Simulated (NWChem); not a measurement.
System meant: BeGeNH$_{5}$; SMILES [NH2][Be][GeH3]

NWChem input:

```
start job
memory heap 200 mb stack 900 mb global 1100 mb
geometry units angstroms noautoz
  Be     0.004711    -1.294518    -0.006332
  N     -0.000282    -2.793310     0.001866
  H      0.825774    -3.380460     0.005794
  H     -0.829749    -3.375596     0.007188
  Ge     0.005422     0.909126    -0.009319
  H     -1.346756     1.521755     0.455180
  H      1.070088     1.533137     0.936647
  H      0.277903     1.546016    -1.400628
end
basis spherical
  Be library def2-svp
  N library def2-svp
  H library def2-svp
  Ge library def2-svp
end
dft
  xc b3lyp
  iterations 4
  mulliken
end
task dft energy
```

End of the output:

```
    Atom       Charge   Shell Charges
 -----------   ------   -------------------------------------------------------
    1 Be   4     3.85   1.96  0.46  0.19  0.84  0.40
    2 N    7     7.24   1.97  0.71  0.43  2.27  1.84  0.02
    3 H    1     0.92   0.59  0.20  0.12
    4 H    1     0.92   0.59  0.20  0.12
    5 Ge  32    31.90   2.00  2.00  1.94  0.76  0.35  5.99  5.83  1.47  1.41  7.78  2.04  0.33
    6 H    1     1.06   0.61  0.42  0.03
    7 H    1     1.06   0.61  0.42  0.03
    8 H    1     1.06   0.61  0.42  0.03

 center of mass
 --------------
 x =   0.00045766 y =   0.17725410 z =  -0.00069110

 moments of inertia (a.u.)
 ------------------
         773.681435818603          -0.000000000000           0.000000000000
          -0.000000000000          26.823259558261           0.000000000000
           0.000000000000           0.000000000000         778.576666282692

     Multipole analysis of the density
     ---------------------------------

     L   x y z        total         alpha         beta         nuclear
     -   - - -        -----         -----         ----         -------
     0   0 0 0     -0.000000    -24.000000    -24.000000     48.000000

     1   1 0 0      0.002570      0.001285      0.001285     -0.000000
     1   0 1 0     -1.088147     -0.544073     -0.544073     -0.000000
     1   0 0 1     -0.001143     -0.000571     -0.000571      0.000000

     2   2 0 0    -22.313953    -19.024971    -19.024971     15.735990
     2   1 1 0      0.002282     -0.005338     -0.005338      0.012958
     2   1 0 1      0.000417      0.000124      0.000124      0.000169
     2   0 2 0    -20.324280   -220.047800   -220.047800    419.771321
     2   0 1 1     -0.023575      0.008499      0.008499     -0.040572
     2   0 0 2    -25.194599    -18.036624    -18.036624     10.878649

 ------------------------------------------------------------------------
 dft energy failed                                                                                  0
 ------------------------------------------------------------------------
 ------------------------------------------------------------------------
  current input line :
    24: task dft energy
 ------------------------------------------------------------------------
 ------------------------------------------------------------------------
 This type of error is most commonly associated with calculations not reaching convergence criteria
 ------------------------------------------------------------------------
 For more information see the NWChem manual at https://nwchemgit.github.io

0:dft energy failed:Received an Error in Communication
```

Question: Can this run be used? If not, why, and what is the fix?

Answer: The run did not converge; its last values are not results. Cause: the SCF was allowed too few iterations. This input runs:
```
start job
memory heap 200 mb stack 900 mb global 1100 mb
geometry units angstroms noautoz
  Be     0.004711    -1.294518    -0.006332
  N     -0.000282    -2.793310     0.001866
  H      0.825774    -3.380460     0.005794
  H     -0.829749    -3.375596     0.007188
  Ge     0.005422     0.909126    -0.009319
  H     -1.346756     1.521755     0.455180
  H      1.070088     1.533137     0.936647
  H      0.277903     1.546016    -1.400628
end
basis spherical
  * library def2-svp
end
dft
  xc b3lyp
  iterations 150
  mulliken
end
task dft energy
```
It converges to -2149.27750 Ha (B3LYP/def2-SVP).
